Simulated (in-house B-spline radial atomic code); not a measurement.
## Ionising Ga⁶⁺ with different functionals

Computed with a radial B-spline atomic code at the basis-set limit: non-relativistic Hamiltonian, point nucleus, spin-polarised at highest spin, spherical fractional occupations for the functionals, and exact exchange of hybrids averaged over the configuration. The ionisation energy is the difference of two self-consistent energies, [Ar] 3d7 → [Ar] 3d6, without Breit or QED terms; ε is the level of the shell that loses the electron (its least bound occupied spin orbital). There is no spin-orbit coupling in this Hamiltonian.

```tsv
method	rung	ΔSCF (eV)	-ε(3d) (eV)
PBE0	global hybrid	141.38	131.46
B3LYP	global hybrid	141.59	130.80
TPSSh	global hybrid	141.28	128.81
M06-2X	global hybrid	?	?
BHandHLYP	global hybrid	141.06	135.44
r2SCAN0	global hybrid	140.91	131.18
B97-1	global hybrid	141.45	130.83
HSE06	range-separated hybrid	?	?
wB97X	range-separated hybrid	141.15	133.38
CAM-B3LYP	range-separated hybrid	141.53	132.81
LC-wPBE	range-separated hybrid	141.61	133.18
```

What does HSE06 give?

ΔSCF 141.33 eV, and -ε(3d) = 130.99 eV.

What does M06-2X give?

ΔSCF 141.21 eV, and -ε(3d) = 136.24 eV.

Among the functionals, which spreads more, the ΔSCF values or the orbital energies?

The orbital energies: ΔSCF values span about 0.70 eV and the orbital energies 7.43 eV; here energy differences depend much less on the functional than eigenvalues do.

How do they compare with the NIST value?

NIST lists 141 eV ± 1.4 (tabulated theory, ground level to ground level). Errors run from +0.11 to +0.81 eV; all lie within about twice that uncertainty, so the table can't rank the methods.
